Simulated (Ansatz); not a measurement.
Computed with Ansatz.

Basis-set series for `B[S][GaH][Cl]`. Charge 0, multiplicity 1. The geometry is a stationary point of PBE0-D4/def2-TZVP. It is one conformer, not always the lowest.

Cartesian coordinates in Å:
```
B 0.5163 0.8773 -1.2570
S -1.0837 0.2878 -0.7394
Ga -0.4546 -0.7673 1.0982
Cl -2.0448 -1.7066 2.1771
H 1.5048 0.6431 -0.6286
H 0.5562 1.5180 -2.2618
H 1.0059 -0.8524 1.6114
```

| functional | basis | functions | energy (Eh) | HOMO (eV) | LUMO (eV) |
| --- | --- | --- | --- | --- | --- |
| PBE0-D4 | def2-TZVPP | 205 | -2809.45390 | -8.43 | -1.96 |
| PBE0-D4 | def2-QZVPP | 376 | -2809.52438 | -8.44 | -1.98 |
| ωB97M-V | def2-TZVPP | 205 | -2809.86294 | -10.53 | -0.12 |
| ωB97M-V | def2-QZVPP | 376 | -2809.93068 | -10.55 | -0.19 |

Task: Give the rows for def2-SVP. (Estimate.)

Result: The calculation gave: 
```
functional     basis  functions  energy (Eh)  HOMO (eV)  LUMO (eV)
   PBE0-D4  def2-SVP         97  -2808.88329      -8.38      -1.88
   ωB97M-V  def2-SVP         97  -2809.29395     -10.43       0.01
```

Scalar relativity is left out up to krypton.
